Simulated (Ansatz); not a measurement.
`[NH2][Zr]([OH])([F])[Cl]` + H–F → `[OH][Zr]([F])([F])[Cl]` + NH₃ at 298.15 K and 1 bar (ligand exchange at a Zr–N bond).

Program: Ansatz. Geometries: PBE0-D4/def2-TZVP. ΔE: electronic, gas phase. CCSD(T)/CBS is the MP2 limit (def2-TZVPP, def2-QZVPP) plus CCSD(T) − MP2 in def2-TZVPP, frozen cores. This one scheme is used for every species. def2 core potentials past Kr. For Zr outer-core shells are correlated without core-valence functions, which leaves a few kJ/mol of doubt a bond. One conformer a species, not always the lowest.

| species | CCSD(T)/CBS energy (Eh) | H − E (kJ/mol) | S (J/(mol·K)) |
| --- | --- | --- | --- |
| `[NH2][Zr]([OH])([F])[Cl]` | -738.51230 | 130.9 | 384.9 |
| H–F | -100.39570 | 33.5 | 173.6 |
| `[OH][Zr]([F])([F])[Cl]` | -782.44001 | 69.0 | 369.3 |
| NH₃ | -56.50880 | 100.5 | 192.4 |

H − E and S are ideal-gas, rigid-rotor, harmonic terms from PBE0-D4/def2-TZVP, for one conformer and one mirror image of each species. 1 Eh = 2625.50 kJ/mol, R = 8.31446 J/(mol·K).

By hand: ΔE, ΔH, ΔS and ΔG.

ΔE = (-782.44001) + (-56.50880) − (-738.51230) − (-100.39570) = -0.04081 Eh = -107.1 kJ/mol. Δ(H − E) = 69.0 + 100.5 − 130.9 − 33.5 = 5.1, so ΔH = -102.0 kJ/mol. ΔS = 369.3 + 192.4 − 384.9 − 173.6 = 3.2 J/(mol·K). ΔG = -102.0 − 298.15 × (3.2)/1000 = -103.0 kJ/mol.

By hand: the equilibrium constant, and the temperature at which ΔG would vanish if ΔH and ΔS stayed fixed.

log₁₀ K = −ΔG/(RT ln 10) = 18.0. ΔH and −TΔS have one sign here, so there is no such temperature. One of them is within its doubt of zero, so this could turn.

The number of gas molecules stays the same, so ΔS is small and ΔH decides. A doubt of 5 kJ/mol in ΔE shifts log₁₀ K by 0.9 here. Other conformers and mirror images would add mixing entropy, several J/(mol·K) or more a flexible species. These are equilibria of isolated gas molecules and say nothing of rates. Largest T1 diagnostic: 0.017 (customary marks: 0.02 for closed shells, 0.045 for open ones).
